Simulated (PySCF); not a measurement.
## Correlation energy of Zn (zinc, neutral)

[Ar] 3d10 4s1 5s1, high-spin 3S determinant (an excited configuration). All numbers are calculated (PySCF 2.14, scalar relativity through the core potential, in aug-cc-pVDZ-PP with ECP10MDF). Frozen: 3s2 3p6; 12 electrons correlated.

MP2 pair energies summed by pair of shells (mhartree):

```json
{"pair": "3d-3d", "energy": "-396.40", "share (%)": "93.2"}
{"pair": "3d-4s", "energy": "-25.09", "share (%)": "5.9"}
{"pair": "3d-5s", "energy": "-1.98", "share (%)": "0.5"}
{"pair": "4s-5s", "energy": "-1.78", "share (%)": "0.4"}
```

Total MP2 correlation energy: -425.25 mhartree.

Same-spin part -159.15 and opposite-spin part -266.09 mhartree; SCS-MP2 scales them by 1/3 and 6/5 to -372.36 mhartree.
